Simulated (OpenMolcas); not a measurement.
# As I: from CASSCF to CASPT2

* Program: OpenMolcas 26.06
* Basis: ANO-R1 [5s4p3d1f]
* Scalar Hamiltonian: X2C, finite nucleus
* Active space: 3 electrons in 3 orbitals (4p)
* State averaging: 2S+1 = 4 odd, 1 root; 2S+1 = 2 odd, 8 roots
* Spin-orbit coupling: state interaction with AMFI integrals over the reference wave functions, term energies averaged over their components

Methods on the same reference wave functions:
A. CASSCF
B. SS-CASPT2, IPEA 0.25 Eh, imaginary shift 0.1 Eh (closed shells correlated: 3d 4s)

Energies in eV above 4s² 4p³ ⁴S°_3/2, the measured ground level; measured values from NIST Handbook of Basic Atomic Spectroscopic Data.

```
          Level       A       B  Measured
4s² 4p³ ⁴S°_3/2  0.0000  0.0000    0.0000
4s² 4p³ ²D°_3/2  1.8384   1.679    1.3133
4s² 4p³ ²D°_5/2  1.8582   1.703    1.3533
4s² 4p³ ²P°_1/2  3.0836   2.742    2.2548
4s² 4p³ ²P°_3/2  3.1101   2.772    2.3120
```

Deviations, from unrounded energies. A percentage is the sum of absolute deviations over the sum of measured energies, with the sign that they share, or ± where signs differ.

| Against measurement | Levels | A | B |
| --- | --- | --- | --- |
| mean absolute deviation (cm-1) | 4 | 5400 | 3400 |
| other terms of the ground configuration (%) | 4 | +36.7 | +23.0 |

B lies closest to measurement on these levels. The largest miss of B in the table is 4s² 4p³ ²P°_1/2, by +3900 cm-1. The ranking rests on the paired levels alone, and a cruder setting can come out closer through cancelling errors.

From A to B the spin-free energies of the other terms of 4s² 4p³ shown, above ⁴S°, scale by factors of 0.89 to 0.92.

The lowest spin-free term lies below A's lowest term by 0.428 hartree in B.

CASPT2 breaks the degeneracy within a term, and the mean is taken; among the terms shown or strongly mixed into the levels shown the widest spread is 200 cm-1 (4s² 4p³ ²D°, B). With the s shell closed, the reference lacks s² → p² mixing. Without dynamic correlation excited terms often stand tens of per cent too high (terms of higher spin than the ground term too low), and those without a measured partner can miss by more than the paired ones (holds for A). Some terms miss by over 15 % even with CASPT2, which points to a basis or an active space too small for the shells correlated (holds for B). Computed and measured levels are paired by configuration, term and J; levels that our copy of the source lacks, or whose pairing is in doubt (as where it misses far off the trend of its configuration), stay unpaired and out of the deviations. Only configurations of the active space appear.

° marks odd parity.
